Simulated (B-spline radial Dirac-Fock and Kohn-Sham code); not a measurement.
ΔSCF core binding energies without Breit or QED terms, calculated with an atomic code on a B-spline grid.

A sound run for the free titanium atom, [Ar] 3d2 4s2: The ground state converged in 12 iterations, with total energy -852.81984 Ha, virial ratio 1.98954 and highest orbital energy -6.09 eV. ΔSCF binding energies: K (1s) 4982.8 eV, L3 (2p3/2) 467.0 eV. Holes are computed only in closed shells, and unreliable hole states are left out.

A second run, with one unsound setting: The ground state converged in 12 iterations, with total energy -636.11086 Ha, virial ratio 2.33581 and highest orbital energy -4.81 eV. ΔSCF binding energies: K (1s) 2573.9 eV, L3 (2p3/2) 492.6 eV. Holes are computed only in closed shells, and unreliable hole states are left out.

```
iter   energy (Ha)        error
   1     -628.56792567  1.40e+00
   2     -634.09548208  3.03e-01
   3     -635.88856937  8.64e-02
   4     -636.08082927  3.00e-02
   5     -636.10644038  1.17e-02
   6     -636.11043912  3.13e-03
   7     -636.11083224  6.34e-04
   8     -636.11085554  8.75e-05
   9     -636.11085597  2.34e-05
  12     -636.11085602  3.37e-08
```

Task: Which fault fits the second run best?
A. nuclear radius in wrong units
B. overfilled shell
C. too few iterations
D. tolerance below the noise

Result: A. The input had radius_factor = 1000.0: radius_factor inflates the nucleus far beyond its size, which weakens the binding of the inner electrons.
